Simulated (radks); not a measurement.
Species: the terbium ion Tb+. Configuration: [Xe] 4f8.5 5d0.5 6s1 (fractional occupations, a model configuration). Calculated with a radial shooting solver on a logarithmic mesh with Libxc functionals: Dirac Kohn-Sham, PBE, spin-unpolarised, spherical densities, finite nucleus; open shells are shared between the two j in proportion to 2j + 1; Fermi nuclear charge, rms radius 5.06 fm. Some entries of the table are withheld. Estimate them.

orbital     occ.  eigenvalue (Ry)  r(max) (bohr)  <r^2> (bohr^2)
1s1/2          2        -3807.594        0.01364       0.0006317
2s1/2          2        -631.4613        0.07767        0.009830
2p1/2          2        -600.1510        0.05859        0.007125
2p3/2          4        -545.2804        0.06451        0.008355
3s1/2          2        -140.6306         0.2200         0.06538
3p1/2          2        -127.0071         0.2073         0.06080
3p3/2          4        -115.6803         0.2198         0.06781
3d3/2          4        -92.19729         0.1744         0.05394
3d5/2          6        -89.72635         0.1779         0.05590
4s1/2          2        -28.43114         0.5050          0.3308
4p1/2          2        -23.09028            (1)             (2)
4p3/2          4        -20.56494            (3)             (4)
4d3/2          4        -11.76599            (5)          0.4415
4d5/2          6        -11.30906            (6)          0.4568
5s1/2          2         -4.09180          1.178           1.955
5p1/2          2         -2.64135            (7)             (8)
5p3/2          4         -2.30943            (9)            (10)
4f5/2    3.64286         -0.93291           (11)          0.9903
4f7/2    4.85714         -0.87298           (12)           1.032
6s1/2          1         -0.66801          3.227           15.30
5d3/2        0.2         -0.57513          1.930           8.264
5d5/2        0.3         -0.55383          1.982           8.743

Answer. 
(1) 4p1/2 r(max) (bohr): 0.5088
(2) 4p1/2 <r^2> (bohr^2): 0.3474
(3) 4p3/2 r(max) (bohr): 0.5353
(4) 4p3/2 <r^2> (bohr^2): 0.3860
(5) 4d3/2 r(max) (bohr): 0.5418
(6) 4d5/2 r(max) (bohr): 0.5504
(7) 5p1/2 r(max) (bohr): 1.286
(8) 5p1/2 <r^2> (bohr^2): 2.498
(9) 5p3/2 r(max) (bohr): 1.365
(10) 5p3/2 <r^2> (bohr^2): 2.849
(11) 4f5/2 r(max) (bohr): 0.5503
(12) 4f7/2 r(max) (bohr): 0.5553
